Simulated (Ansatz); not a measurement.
Basis-set extrapolation for C11H10 (`Cc1ccc2ccccc2c1`) (PBE0-D4/def2-TZVP geometry, frozen core, Ansatz). Multiplicity 1, RHF reference.

|  | def2-TZVPP | def2-QZVPP |
| --- | --- | --- |
| HF | -422.539089 | -422.556401 |
| MP2 correlation | -1.739835 | -1.848896 |
| CCSD(T) correlation | -1.870899 | not run |

Energies in hartree. Use E(X) = E(∞) + A·exp(−7.88·√X) for Hartree–Fock and E(X) = E(∞) + B·X^(−2.97) for correlation, with X = 3 and 4, and add CCSD(T) minus MP2 of the smaller set to the MP2 limit.

Task: What is the CCSD(T) energy at the basis-set limit?

Result: HF limit: -422.556401 + (-0.017312) × 0.13774 = -422.55879. MP2 limit: -1.848896 + (-0.109061) × 0.74074 = -1.92968. Higher-order term: -1.870899 − (-1.739835) = -0.13106. Total: -424.61953 hartree, 550.2 kJ/mol below CCSD(T)/def2-TZVPP.
